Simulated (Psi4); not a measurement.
H$_{8}$NSi$_{3}$ (SMILES [SiH2]N([SiH3])[SiH3]), doublet, geometry from GFN2-xTB, with bond 5-1 at 1.3 times its length.

The Psi4 input:
```
memory 2 GB

molecule {
0 2
Si   -1.47364623    0.97915788    0.10119273
N    -0.02855557    0.01775256   -0.10114220
Si   -0.07557252   -1.70822116   -0.32289834
Si    1.47984239    0.83626679    0.20613860
H    -2.99270637   -0.07255931   -0.33577280
H    -1.52822465    1.51685104    1.46178256
H     1.03664479   -2.08206137   -1.19268294
H    -1.35800550   -2.02445750   -0.94782448
H     0.03909887   -2.38099058    0.97547449
H     1.69370871    0.96909734    1.65166129
H     1.36709189    2.15712664   -0.41122043
H     2.56299807    0.04917280   -0.37632212
}

set {
  basis def2-sv(p)
  reference uks
}

energy('cam-b3lyp')
print_variables()
```

Q: What does this run give for the <S^2>, number of basis functions?

A: 
```yaml
"<S^2>": 0.752
number_of_basis_functions: 84
```

These values belong to the state on which the SCF converged, which isn't shown to be the lowest.
